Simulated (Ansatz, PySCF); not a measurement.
System: C₄H₆O₂, net charge 0, singlet state. 
Structure (B3LYP-D3(BJ)/def2-TZVP (Ansatz, a quantum-chemistry and plane-wave program) minimum search):
```xyz
12

C      1.9685    -0.1029     0.0115
C      0.5451    -0.4654    -0.2945
O      0.2137    -1.4189    -0.9577
C     -0.5451     0.4654     0.2945
O     -0.2137     1.4189     0.9577
C     -1.9685     0.1029    -0.0115
H      2.1819     0.9052    -0.3491
H      2.6377    -0.8235    -0.4516
H      2.1221    -0.0765     1.0921
H     -2.1221     0.0765    -1.0921
H     -2.1819    -0.9052     0.3491
H     -2.6377     0.8235     0.4516
```
Charge 0, spin multiplicity 1.

Quantity: atomisation energy (electronic, to ground-state atoms), in kJ/mol. Cores are frozen in the correlated levels unless marked. Open shells are spin-unrestricted. No spin-orbit coupling. Non-relativistic. The coupled-cluster limit lacks core correlation, which all-electron functionals hold. CBS(X,Y): correlation extrapolated as X^-3; Hartree-Fock from the larger set. The bracket is a focal-point correction in the basis named.

```json
[
 {"level": "HF/STO-3G", "program": "Ansatz", "atomisation energy (kJ/mol)": "4092.6"},
 {"level": "HF/6-31G", "program": "Ansatz", "atomisation energy (kJ/mol)": "3367.3"},
 {"level": "HF/6-31G*", "program": "Ansatz", "atomisation energy (kJ/mol)": "3694.3"},
 {"level": "HF-D4/def2-TZVPD", "program": "PySCF + dftd4", "atomisation energy (kJ/mol)": "3782.6"},
 {"level": "BLYP/def2-TZVPD", "program": "Ansatz", "atomisation energy (kJ/mol)": "5163.1"},
 {"level": "revPBE-D3(BJ)/def2-TZVPD", "program": "Ansatz + dftd3", "atomisation energy (kJ/mol)": "5202.9"},
 {"level": "PBE0/def2-QZVPP", "program": "Ansatz", "atomisation energy (kJ/mol)": "5210.4"},
 {"level": "BHLYP-D4/def2-TZVPD", "program": "Ansatz + dftd4", "atomisation energy (kJ/mol)": "4978.7"},
 {"level": "TPSSh/def2-TZVPD", "program": "PySCF", "atomisation energy (kJ/mol)": "5148.7"},
 {"level": "HSE06-D3(BJ)/def2-TZVPD", "program": "Ansatz + dftd3", "atomisation energy (kJ/mol)": "5224.7"},
 {"level": "CAM-B3LYP-D4/def2-TZVPD", "program": "Ansatz + dftd4", "atomisation energy (kJ/mol)": "5206.4"},
 {"level": "CAM-B3LYP/def2-TZVPD", "program": "Ansatz", "atomisation energy (kJ/mol)": "5188.2"},
 {"level": "LC-wPBE-D4/def2-TZVPD", "program": "Ansatz + dftd4", "atomisation energy (kJ/mol)": "5217.9"},
 {"level": "LC-wPBE/def2-TZVPD", "program": "Ansatz", "atomisation energy (kJ/mol)": "5193.9"},
 {"level": "B2GP-PLYP-D3(BJ)/def2-TZVPD", "program": "Ansatz + dftd3", "atomisation energy (kJ/mol)": "5128.1"},
 {"level": "RPA@PBE/cc-pVTZ", "program": "Ansatz", "atomisation energy (kJ/mol)": "4812.3"},
 {"level": "MP2/6-31G", "program": "Ansatz", "atomisation energy (kJ/mol)": "4449.5"},
 {"level": "RI-MP2/aug-cc-pVQZ", "program": "Ansatz", "atomisation energy (kJ/mol)": "5267.6"},
 {"level": "RI-MP2/CBS(aug-cc-pVTZ,aug-cc-pVQZ)", "program": "Ansatz", "atomisation energy (kJ/mol)": "5310.9"},
 {"level": "CCSD/cc-pVTZ", "program": "Ansatz", "atomisation energy (kJ/mol)": "4952.8"},
 {"level": "RI-MP2/CBS(cc-pVTZ,cc-pVQZ)+[CCSD(T)-MP2]/cc-pVTZ", "program": "Ansatz", "atomisation energy (kJ/mol)": "5183.4"}
]
```
